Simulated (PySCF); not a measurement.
## Structure from 2D NMR

Compound of formula C8H17P. Correlations simulated from computed shifts and the bond graph:

HSQC (one-bond C–H):
```
  δH    δC
2.77  25.4
2.20  29.5
1.86  33.3
1.59  11.9
1.58  25.4
1.16  29.5
1.05  33.3
1.05  25.4
0.13   9.7
```

COSY cross peaks (H two or three bonds apart, from the bond graph; peaks can be absent where the dihedral angle is near 90°):
```
  δH    δH
2.77  2.20
2.77  1.86
2.77  1.58
2.77  1.16
2.77  1.05
2.20  1.58
2.20  1.16
1.86  1.58
1.86  1.05
1.59  0.13
1.58  1.16
1.58  1.05
```

HMBC (two and three bonds, from the bond graph):
```
  δH                           δC
2.77             33.3, 29.5, 25.4
2.20  33.3, 29.5, 25.4, 25.4, 9.7
1.86                   29.5, 25.4
1.59                          9.7
1.58             33.3, 29.5, 25.4
1.16  33.3, 29.5, 25.4, 25.4, 9.7
1.05                   29.5, 25.4
1.05                    29.5, 9.7
0.13             29.5, 25.4, 11.9
```

PySCF 2.14 calculation with GFN2-xTB structure and shielding tensors at PBE0/pcSseg-1 (GIAO); non-relativistic, in vacuum, one conformer, fast rotation and ring inversion assumed for equivalent nuclei.

Chemical shifts δ = σref − σ; ¹H and ¹³C vs TMS, all at this level.

Exchangeable hydrogens are left out of these lists.

Q: Assemble the structure.

A: `CC=P1(C)CCCCC1`.

Numbering as in the mapped SMILES `[CH3:1][CH:2]=[P:3]1([CH3:4])[CH2:5][CH2:6][CH2:7][CH2:8][CH2:9]1`; H(Xn) means a hydrogen on atom n.

1. δC 33.3 is C7, an sp3 CH2 in a ring (δH 1.86, 1.05).
2. δC 29.5 is C5/C9, an sp3 CH2 bonded to P (δH 2.20, 1.16).
3. δC 25.4 is C4, a methyl carbon bonded to P (δH 1.05).
4. δC 25.4 is C6/C8, an sp3 CH2 in a ring (δH 2.77, 1.58).
5. δC 11.9 is C1, a methyl carbon (δH 1.59).
6. δC 9.7 is C2, a carbon double-bonded to a heavier main-group atom (δH 0.13).
7. COSY links 2.77–2.20, 2.77–1.86, 2.77–1.58, 2.77–1.16, 2.77–1.05, 2.20–1.58.

This is the structure that produced the data.

Shifts are as computed. Against solution values, carbons near 30 ppm lie about +3 ppm off and those near 130 ppm about +5 ppm. Of 1211 compounds with measured shifts, 218 miss one by over three times the rms of a fit or turn the order of signals round; such compounds aren't used in these exercises.
